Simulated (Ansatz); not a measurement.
`O[Si]1(CS)[NH][AlH]1` → Al• + C• + 6 H• + N• + O• + S• + Si•  (atomization)

Program: Ansatz. Geometries: PBE0-D4/def2-TZVP. ΔE: electronic, gas phase. CBS: MP2 limit from def2 TZ/QZ plus the TZ coupled-cluster correction, frozen cores. This one scheme is used for every species, atoms too. DFT in def2-TZVPP. No spin–orbit coupling; open shells (•) take unrestricted orbitals. Spin–orbit coupling would lower the free atoms: a little for Al, C, O, S, Si. Each species was taken in one conformer, which may not be the lowest.

```csv
level,ΔE (kJ/mol)
ωB97X-V,4177.9
PBE0,4113.6
SCS-MP2/def2-TZVPP,4082.6
HF/def2-QZVPP,2855.8
```

**Question.** What does CCSD(T)/CBS give? (An estimate is asked.)

**Answer.** Ansatz gave: +4161.7 kJ/mol. The listed levels differ from it by 16.2, -48.1, -79.1, -1305.9 kJ/mol.

Largest T1 diagnostic among the species: 0.018.

The D4 term adds +53.6 kJ/mol with B3LYP and +28.3 kJ/mol with PBE0; it sums over pairs of atoms, weighted by their polarisabilities, and B3LYP, whose exchange is more repulsive, gets the larger term. From PBE to PBE0 (25 % exact exchange), in def2-TZVPP and without D4, ΔE moves by −84.8 kJ/mol: exact exchange takes away binding that semilocal exchange gives to molecules. In def2-TZVPP, CCSD(T) changes the Hartree–Fock value by +1173.7 kJ/mol (the triples alone add +79.4 kJ/mol) and MP2 by +1259.6 kJ/mol; breaking electron pairs costs correlation energy, which Hartree–Fock lacks.

B3LYP here is the variant with VWN-RPA as its local correlation; programs differ in this.

For atomizations the MP2-based limit and the directly extrapolated one differ by several kJ/mol either way, and by 10 to 25 for some Ge, Se and Sn compounds, so smaller differences from it don't rank the levels.
